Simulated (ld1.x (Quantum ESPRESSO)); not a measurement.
An all-electron radial function and its pseudo partner (silver (Ag))

Columns: radius, all-electron u(r) and pseudo u(r) of the 5p shell (level -0.85 eV) of silver in the configuration [Kr] 4d10 5s1 5p0; LDA (PZ), scalar-relativistic, PAW scheme, ld1.x (Quantum ESPRESSO) 7.5.

| r (bohr) | all-electron | pseudo |
| --- | --- | --- |
| 0.152 | -0.0176 | -0.0031 |
| 0.305 | -0.0903 | -0.0122 |
| 0.458 | 0.0211 | -0.0271 |
| 0.610 | 0.1245 | -0.0470 |
| 0.762 | 0.1599 | -0.0712 |
| 0.915 | 0.1380 | -0.0991 |
| 1.068 | 0.0832 | -0.1295 |
| 1.220 | 0.0155 | -0.1613 |
| 1.372 | -0.0544 | -0.1938 |
| 1.525 | -0.1209 | -0.2262 |
| 1.678 | -0.1810 | -0.2577 |
| 1.830 | -0.2336 | -0.2875 |
| 1.982 | -0.2791 | -0.3155 |
| 2.135 | -0.3182 | -0.3413 |
| 2.288 | -0.3512 | -0.3648 |
| 2.440 | -0.3784 | -0.3857 |
| 2.592 | -0.4008 | -0.4041 |
| 2.745 | -0.4191 | -0.4201 |
| 2.898 | -0.4334 | -0.4336 |
| 3.050 | -0.4444 | -0.4444 |
| 3.202 | -0.4523 | -0.4523 |
| 3.355 | -0.4577 | -0.4577 |
| 3.508 | -0.4607 | -0.4607 |
| 3.660 | -0.4617 | -0.4617 |
| 3.812 | -0.4610 | -0.4610 |
| 3.965 | -0.4586 | -0.4586 |

(1) How many radial nodes do the two functions have?

(2) At about which radius was the pseudo-wave matched?

(3) Is the pseudo-wave norm-conserving?

Results:

(1) The all-electron 5p function has n − l − 1 = 3 (the table is too coarse to show those close to the nucleus); the pseudo-wave has 0, since the states of the same l below it are removed with the core.

(2) 3.05 bohr, where the columns begin to agree (steps of 0.15 bohr).

(3) No, it belongs to a PAW set: the norm inside the radius is not constrained, and the difference is carried by the augmentation charge.
